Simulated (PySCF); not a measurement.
**Argon: a sound run and one with changed settings**

Sound run: Ar⁺ [Ne] 3s2 3p5, Ar²⁺ [Ne] 3s2 3p4. All numbers are calculated (PySCF 2.14, the non-relativistic Hamiltonian (point nucleus), in aug-cc-pV(D+d)Z (5s4p3d, 32 functions)). The sound run starts from symmetry-adapted Hartree-Fock orbitals and uses a fine grid where one is needed.

Changed run: 6 angular points. This setting is unsound on purpose.

```tsv
species	method	sound run (hartree)	changed run (hartree)	converged
Ar⁺	UHF	-526.26171	-526.26171	yes
Ar⁺	B3LYP	-526.96254	-526.98814	yes
Ar⁺	LDA	-525.32607	-525.37220	yes
Ar²⁺	UHF	-525.29165	-525.29165	yes
Ar²⁺	B3LYP	-525.94303	-525.97149	yes
Ar²⁺	LDA	-524.30277	-524.35582	yes
```

Ionisation energy of Ar⁺:

```csv
method,sound run (eV),changed run (eV)
UHF,26.397,26.397
B3LYP,27.742,27.665
LDA,27.845,27.657
```

A coarse angular grid integrates products of high-l functions wrongly, so density functionals can shift, and the SCF can exploit the error; Hartree-Fock and MP2 need no grid.

For comparison, NIST gives 27.630 eV between the lowest levels.
